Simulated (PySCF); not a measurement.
**Energy of As- (arsenic, charge -1) between two integer charges**

The 4p beta orbital of [Ar] 3d10 4s2 4p4 is emptied in steps (occupation f), with all orbitals relaxed, ending at [Ar] 3d10 4s2 4p3. Calculation: PySCF 2.14, in aug-cc-pVTZ-DK; the spin-free X2C one-electron Hamiltonian (Gaussian nucleus). The exact energy is a straight line in f; departures are measured from the line between the end points of the same method.

Among LDA, PBE, PBE0, r2SCAN, LC-wPBE, BHandHLYP, M06-2X, CAM-B3LYP, which shows the largest delocalisation error (convex curve), and which is closest to linear?

Most convex: LDA (-0.714 eV at f = 0.5); closest to linear: LC-wPBE (0.102 eV).

```json
{"f": "1", "LDA (eV)": "0.000", "PBE (eV)": "0.000", "PBE0 (eV)": "0.000", "r2SCAN (eV)": "0.000", "LC-wPBE (eV)": "0.000", "BHandHLYP (eV)": "0.000", "M06-2X (eV)": "0.000", "CAM-B3LYP (eV)": "0.000"}
{"f": "0.75", "LDA (eV)": "-0.519", "PBE (eV)": "-0.492", "PBE0 (eV)": "-0.334", "r2SCAN (eV)": "-0.454", "LC-wPBE (eV)": "0.081", "BHandHLYP (eV)": "-0.204", "M06-2X (eV)": "-0.190", "CAM-B3LYP (eV)": "-0.157"}
{"f": "0.5", "LDA (eV)": "-0.714", "PBE (eV)": "-0.673", "PBE0 (eV)": "-0.454", "r2SCAN (eV)": "-0.605", "LC-wPBE (eV)": "0.102", "BHandHLYP (eV)": "-0.285", "M06-2X (eV)": "-0.255", "CAM-B3LYP (eV)": "-0.222"}
{"f": "0.25", "LDA (eV)": "-0.549", "PBE (eV)": "-0.514", "PBE0 (eV)": "-0.344", "r2SCAN (eV)": "-0.441", "LC-wPBE (eV)": "0.074", "BHandHLYP (eV)": "-0.223", "M06-2X (eV)": "-0.201", "CAM-B3LYP (eV)": "-0.176"}
{"f": "0", "LDA (eV)": "0.000", "PBE (eV)": "0.000", "PBE0 (eV)": "0.000", "r2SCAN (eV)": "0.000", "LC-wPBE (eV)": "0.000", "BHandHLYP (eV)": "0.000", "M06-2X (eV)": "0.000", "CAM-B3LYP (eV)": "0.000"}
```

```json
{"method": "LDA", "E(f=0) − E(f=1) (eV)": "1.064", "−ε at f=1 (eV)": "-1.608", "−ε at f=0.5 (eV)": "0.983"}
{"method": "PBE", "E(f=0) − E(f=1) (eV)": "0.847", "−ε at f=1 (eV)": "-1.699", "−ε at f=0.5 (eV)": "0.789"}
{"method": "PBE0", "E(f=0) − E(f=1) (eV)": "0.752", "−ε at f=1 (eV)": "-0.987", "−ε at f=0.5 (eV)": "0.725"}
{"method": "r2SCAN", "E(f=0) − E(f=1) (eV)": "0.802", "−ε at f=1 (eV)": "-1.586", "−ε at f=0.5 (eV)": "0.830"}
{"method": "LC-wPBE", "E(f=0) − E(f=1) (eV)": "0.709", "−ε at f=1 (eV)": "1.186", "−ε at f=0.5 (eV)": "0.689"}
{"method": "BHandHLYP", "E(f=0) − E(f=1) (eV)": "0.730", "−ε at f=1 (eV)": "-0.296", "−ε at f=0.5 (eV)": "0.680"}
{"method": "M06-2X", "E(f=0) − E(f=1) (eV)": "0.724", "−ε at f=1 (eV)": "-0.266", "−ε at f=0.5 (eV)": "0.727"}
{"method": "CAM-B3LYP", "E(f=0) − E(f=1) (eV)": "0.898", "−ε at f=1 (eV)": "0.117", "−ε at f=0.5 (eV)": "0.849"}
```

At f = 1 the orbital energy is positive for LDA, PBE, PBE0, r2SCAN, BHandHLYP, M06-2X: only the finite basis holds the electron.

Reference removal energy between the ground levels: 0.804 eV (measured; photodetachment measurements, as compiled on the Wikipedia data page of electron affinities). The calculation has no spin-orbit coupling.
